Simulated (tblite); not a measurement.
C₉H₇B.
SMILES with atom numbers: `[BH2:1][C:2]#[C:3]/[CH:4]=[C:5](/[C:6]#[CH:7])[CH2:8][C:9]#[CH:10]` (hydrogens: H11, H12 on B1; H13 on C4; H14 on C7; H15, H16 on C8; H17 on C10)

Computed with GFN2-xTB (tblite), gas phase: L-BFGS steps from a force-field or distance-geometry start until the largest atomic force falls under 0.01 eV/Å.

Step 115: E = -648.7516 eV
```
atom  x, y, z in Å  |  force x, y, z in eV/Å
B1      3.3197   -2.1577   -0.1972   -0.032   0.045   0.020
C2      2.4285   -0.9923    0.0678    0.057  -0.140  -0.003
C3      1.6733   -0.0648    0.2908   -0.097   0.145   0.013
C4      0.8115    1.0125    0.5325   -0.036  -0.030  -0.017
C5     -0.5328    0.8871    0.5674    0.041  -0.005   0.017
C6     -1.3684    1.9983    0.7927    0.008  -0.014  -0.015
C7     -2.1269    2.9095    0.9927   -0.003   0.015   0.023
C8     -1.2279   -0.4351    0.3598   -0.004  -0.040  -0.052
C9     -1.7358   -0.5343   -0.9976    0.047   0.008   0.005
C10    -2.0888   -0.6109   -2.1381    0.002   0.011   0.013
H11     4.3974   -1.9812   -0.6192   -0.003  -0.006  -0.004
H12     2.9294   -3.2407    0.0262    0.015   0.026  -0.007
H13     1.2655    1.9842    0.6850    0.020   0.002  -0.013
H14    -2.7731    3.7158    1.1768    0.019  -0.008  -0.018
H15    -2.0545   -0.5349    1.0698   -0.026  -0.002  -0.031
H16    -0.5123   -1.2474    0.5133    0.018  -0.026   0.048
H17    -2.4117   -0.6959   -3.1325   -0.027   0.018   0.021
```

Step 116: E = -648.7529 eV
```
atom  x, y, z in Å  |  force x, y, z in eV/Å
B1      3.3342   -2.1548   -0.1886   -0.010   0.060  -0.004
C2      2.4311   -0.9997    0.0742   -0.039  -0.007   0.021
C3      1.6693   -0.0744    0.2916   -0.009   0.042  -0.003
C4      0.8077    1.0027    0.5315   -0.026  -0.005  -0.016
C5     -0.5369    0.8827    0.5647    0.034  -0.037   0.013
C6     -1.3675    1.9973    0.7911   -0.014   0.008  -0.008
C7     -2.1175    2.9148    0.9962    0.034  -0.040  -0.004
C8     -1.2342   -0.4383    0.3549   -0.012  -0.070  -0.032
C9     -1.7429   -0.5363   -1.0024    0.049   0.026   0.024
C10    -2.1023   -0.6044   -2.1414   -0.009   0.009  -0.005
H11     4.4014   -1.9661   -0.6322   -0.004  -0.010   0.002
H12     2.9637   -3.2390    0.0521    0.006  -0.016   0.005
H13     1.2624    1.9740    0.6846    0.031   0.002  -0.013
H14    -2.7591    3.7247    1.1758    0.002   0.015  -0.004
H15    -2.0641   -0.5335    1.0639    0.014  -0.019  -0.051
H16    -0.5193   -1.2542    0.5083   -0.031   0.027   0.050
H17    -2.4329   -0.6835   -3.1340   -0.017   0.014   0.027
```

Task: Estimate the geometry and energy of step 117. (The exact step hangs on the optimiser's Hessian estimate; all steps are aligned on step 116, rigid shifts and turns removed.)

Result: E = -648.7540 eV, largest force 0.084 eV/Å
```
atom  x, y, z in Å  |  force x, y, z in eV/Å
B1      3.3532   -2.1503   -0.1807   -0.033  -0.007   0.004
C2      2.4331   -1.0079    0.0748   -0.071   0.030   0.034
C3      1.6659   -0.0858    0.2889    0.021  -0.007  -0.006
C4      0.8035    0.9898    0.5292    0.016   0.028  -0.017
C5     -0.5405    0.8746    0.5628   -0.028  -0.030   0.006
C6     -1.3657    1.9944    0.7896    0.008  -0.019  -0.010
C7     -2.1061    2.9187    0.9983    0.010  -0.019  -0.010
C8     -1.2448   -0.4430    0.3508    0.002  -0.018  -0.017
C9     -1.7518   -0.5380   -1.0061    0.055   0.040   0.033
C10    -2.1168   -0.5937   -2.1434   -0.032   0.003  -0.056
H11     4.4081   -1.9460   -0.6443    0.017  -0.014  -0.005
H12     3.0107   -3.2406    0.0850    0.018   0.044  -0.006
H13     1.2604    1.9604    0.6823    0.029  -0.001  -0.011
H14    -2.7437    3.7336    1.1740    0.020  -0.006  -0.001
H15    -2.0799   -0.5262    1.0536    0.003  -0.046  -0.014
H16    -0.5365   -1.2627    0.5093   -0.026   0.012   0.055
H17    -2.4561   -0.6651   -3.1337   -0.007   0.010   0.024
```

The energy changes by -0.0011 eV. The first-order estimate −F·Δx gives -0.0019 eV and the mean of the old and new forces, exact on a quadratic surface, -0.0011 eV. The step makes an angle of 83° with the force vector and moves no atom by more than 0.057 Å.

What follows is the cost of the whole relaxation. The run took 0.82 s on Arm Neoverse V2, one thread, no GPU, shared host.
